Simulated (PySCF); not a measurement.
Ga(H)2(Me)(NH3), CH8GaN, singlet (PBE0/def2-SVP optimised geometry):

```
11

Ga    -0.157    -1.289     0.000
H      1.432    -1.289     0.000
H     -0.885    -1.597    -1.378
C     -1.094    -1.776     1.686
H     -1.039    -2.867     1.838
H     -2.164    -1.512     1.665
H     -0.639    -1.307     2.573
N     -0.442     0.855     0.000
H     -1.432     1.101    -0.011
H     -0.010     1.273    -0.824
H     -0.023     1.289     0.822
```

Calculation: PySCF with PBE0/def2-TZVP.

### Question
What are the frontier orbital energies and the dipole moment?

### Answer
HOMO-2 -9.22 eV, HOMO-1 -7.24 eV, HOMO -7.10 eV, LUMO -0.12 eV, LUMO+1 1.26 eV; dipole moment 4.90 D.

On the same geometry PBE/def2-TZVP (PySCF) gives HOMO-2 -7.79 eV, HOMO-1 -6.00 eV, HOMO -5.87 eV, LUMO -0.94 eV, LUMO+1 0.53 eV; dipole moment 4.88 D.

Meta-Löwdin charges at PBE0/def2-TZVP: Ga1 0.19, H2 -0.12, H3 -0.12, C4 -0.59, H5 0.12, H6 0.11, H7 0.11, N8 -0.48, H9 0.25, H10 0.26, H11 0.25.
